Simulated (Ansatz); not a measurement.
System: SnH, charge 0, doublet. SnH (SMILES [SnH], doublet).
B3LYP-D3(BJ)/def2-TZVP minimum from Ansatz (a first-principles code):
```xyz
2

Sn     0.0000     0.0000    -0.0350
H      0.0000     0.0000     1.7513
```
Charge 0, spin multiplicity 2.

Total energies in hartree (Ansatz). UHF or UKS for unpaired electrons; spin-orbit terms are left out. Cores are frozen in correlated methods (noble-gas shells, and filled d and f shells in the p block). Past Kr the def2 sets carry scalar-relativistic core potentials. Where a partner has so few electrons that a lower coupled-cluster level is exact, that level stands in. Spin-orbit terms, left out, reach several kcal/mol for Br and I, and more for heavier atoms.

```tsv
species	HF/def2-TZVPP	CCSD(T)/def2-TZVPP	HF/def2-QZVPP	CCSD(T)/def2-QZVPP	CCSDT(Q)/def2-QZVPP
1: SnH (SMILES [SnH], doublet)	-213.90361	-213.99269	-213.90489	-213.99817	-213.99879
2: Sn (triplet)	-213.33992	-213.39742	-213.34066	-213.40091	-213.40140
3: H (doublet)	-0.49981	-0.49981	-0.49998	-0.49998	-0.49998
```

Q: Work out the atomisation energy (electronic, to ground-state atoms) in kcal/mol: take Hartree-Fock from def2-QZVPP, extrapolate the CCSD(T) correlation energy as X^-3 (X = 3, 4), and add CCSDT(Q) - CCSD(T) in def2-QZVPP. 1 hartree = 627.51 kcal/mol.

A: 
Species 1: correlation (64·(-0.09328) - 27·(-0.08908))/37 = -0.09634; step -0.00062; E1 = -213.90489 + (-0.09634) + (-0.00062) = -214.00185
Species 2: correlation (64·(-0.06025) - 27·(-0.05750))/37 = -0.06226; step -0.00049; E2 = -213.34066 + (-0.06226) + (-0.00049) = -213.40341
Species 3: correlation (64·(0.00000) - 27·(0.00000))/37 = 0.00000; step +0.00000; E3 = -0.49998 + (0.00000) + (+0.00000) = -0.49998
-1·E1 +1·E2 +1·E3 = 0.09846 hartree = 61.8 kcal/mol.
